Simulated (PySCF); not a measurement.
Does the answer move with the share of exact exchange?

Compound: TMS, C4H12Si.
SMILES: `C[Si](C)(C)C`

PySCF, def2-SVPD basis, density fitting, gas phase, GFN2-xTB geometry. One functional is left out:

```csv
functional,exact exchange (%),HOMO energy (eV),LUMO energy (eV)
B97-D,0,-7.01,0.01
BLYP,0,-6.92,-0.12
BP86,0,-7.12,0.08
OPBE,0,-7.02,-0.02
B3LYP,20,-8.12,0.25
mPW1PW91,25,-8.35,0.52
BHandHLYP,50,-9.56,0.99
```

Task: Predict the row of B97-2 (21 % exact exchange) by straight lines through the other rows, and check it.

Result: 
| property | line | computed | computed − line | B3LYP (20 %), for comparison |
| --- | --- | --- | --- | --- |
| HOMO energy (eV) | -8.11 | -8.08 | +0.03 | -8.12 |
| LUMO energy (eV) | 0.39 | 0.57 | +0.18 | 0.25 |

Task: Which of these properties follows the share of exact exchange most closely, and which least?

Result: Most closely the HOMO energy, least the LUMO energy; the correlations over the tabulated rows are HOMO energy -0.998, LUMO energy 0.978. The HOMO energy moves by -0.514 eV for every 10 %. Functionals with the same share still differ in their other parts: at 0 % BLYP and BP86 differ by 0.20 eV in it.
